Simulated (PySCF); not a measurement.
BrH₂InO₂. Atoms are numbered in the order given.

```xyz
6

In    -0.0021    -0.6714     0.0000
Br    -0.0178     1.8141     0.0000
O     -1.7353    -1.6575     0.0000
H     -1.5780    -2.6139     0.0000
O      1.7131    -1.7016     0.0000
H      2.4806    -1.1109     0.0000
```
Charge 0, spin multiplicity 1.

Geometry optimised at B3LYP-D3(BJ)/def2-SVP. The def2 effective core potentials stand for the cores of In; spin–orbit coupling is left out. The values are those of a single conformer.

Computed with HF/def2-TZVP (PySCF).

Atomic charges (e):

```
atom  Mulliken  Löwdin
----  --------  ------
In1       1.32     [?]
Br2      -0.42     [?]
O3       -0.79     [?]
H4        0.34     [?]
O5       -0.80     [?]
H6        0.34     [?]
```

**Question.** Complete the blanks. (The exact figures need the calculation; the answer reports its results.)

**Answer.** 
- In1, Löwdin: 0.38
- Br2, Löwdin: 0.06
- O3, Löwdin: -0.39
- H4, Löwdin: 0.17
- O5, Löwdin: -0.39
- H6, Löwdin: 0.17
